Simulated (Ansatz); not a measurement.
`F[SiH]([SiH3])S` → `F[SiH2]S[SiH3]`  (isomerisation)

Program: Ansatz. Geometries: PBE0-D4/def2-TZVP. ΔE: electronic, gas phase. CBS: MP2 limit from def2 TZ/QZ plus the TZ coupled-cluster correction, frozen cores. This one scheme is used for every species. Functionals use def2-TZVPP. Each species was taken in one conformer, which may not be the lowest.

| level | ΔE (kcal/mol) |
| --- | --- |
| LDA (SPW92) | -11.4 |
| BLYP-D4 | -13.0 |
| r2SCANh-D4 | -14.4 |
| HF/def2-TZVPP | -17.0 |

Problem. What does CCSD(T)/CBS give? (Estimate.)

Solution. The calculation gave: -15.3 kcal/mol. The listed levels differ from it by 3.9, 2.3, 0.9, -1.7 kcal/mol.

Largest T1 diagnostic among the species: 0.013.

At CCSD(T), def2-SVP lies +1.3 kcal/mol from the extrapolated value and def2-TZVPP +0.5 kcal/mol. From PBE to PBE0 (25 % exact exchange), in def2-TZVPP and without D4, ΔE moves by −1.4 kcal/mol.
